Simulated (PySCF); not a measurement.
Species: C5H6O2S.
Z-matrix (Å and degrees, GFN2-xTB geometry), rows numbered from 1:
```
O 
C   1  1.1965
O   2  1.3251  1  126.97
C   3  1.3828  2  118.08  1     0.15
C   4  1.3261  3  121.72  2   179.78
C   5  1.4977  4  131.74  3  -179.77
C   6  1.5332  5   94.58  4   179.75
S   5  1.7594  4  131.58  3     0.04
H   2  1.1017  1  124.75  3   179.95
H   4  1.0826  3  115.56  2    -0.13
H   6  1.0908  5  113.14  4    61.57
H   6  1.0908  5  113.16  4   -62.11
H   7  1.0869  6  115.13  5   115.21
H   7  1.0870  6  115.17  5  -114.96
```

Method: TDDFT CAM-B3LYP/def2-SVPD, vertical, gas phase, core orbitals frozen in the response (PySCF 2.14.0, density-fitted response routines).

Frontier orbitals with the atoms that hold most of them (Löwdin shares over 4%, at most four atoms; ? is withheld):

```csv
orbital,ε (eV),atoms
LUMO+2,1.20,"S8 26%, C6 14%, C4 11%, H11 8%"
LUMO+1,0.68,"S8 56%, C7 14%, C5 7%, H13 5%"
LUMO,0.46,?
HOMO,-7.47,?
HOMO-1,-10.00,"O1 60%, C2 12%, S8 6%, O3 6%"
HOMO-2,-10.02,"S8 32%, C5 23%, O3 12%, C4 8%"
HOMO-3,-10.41,"S8 44%, C7 13%, C6 12%, C5 9%"
```

**Question.** Give the leading atoms of the LUMO.

**Answer.** C2 (bonded to 2 O and H) 24%; C5 (bonded to 2 C and S) 16%; O1 (bonded to C) 16%; C4 (bonded to C, O and H) 10%. By element: carbon 51% or more, oxygen 16% or more.

**Question.** Which atoms hold the HOMO, and with what shares?

**Answer.** S8 (bonded to 2 C) 39%; C4 (bonded to C, O and H) 21%; C5 (bonded to 2 C and S) 17%; O3 (bonded to 2 C) 8%. By element: sulfur 39%, carbon 38% or more, oxygen 8% or more.

**Question.** The HOMO–LUMO gap is 7.93 eV. Where does the response calculation put the lowest singlet, and from which orbitals?

**Answer.** S1 is at 4.54 eV (f = 0.0000), 3.39 eV below the gap, made of HOMO→LUMO+1 (81%). Its leading pair isn't HOMO and LUMO; the energies of that pair differ by 8.15 eV. 

**Question.** Give energy, strength and leading configuration of S1 and S2, and follow the Löwdin shares of the leading atoms from the occupied to the empty orbital.

**Answer.** 
- S1 (4.54 eV, f 0.0000), HOMO→LUMO+1 (81%): S8 39% → 56%, C4 21% → at most 6%, C7 at most 9% → 14%
- S2 (5.32 eV, f 0.404), HOMO→LUMO (96%): S8 39% → at most 11%, C4 21% → 10%, C2 at most 9% → 24%, C5 17% → 16%

Time: 55 s; peak memory 1.0 GiB. Hardware: one thread, Intel Xeon (x86_64), shared host with 64 logical CPUs at a one-minute load of 61.

One conformer stands for the species.
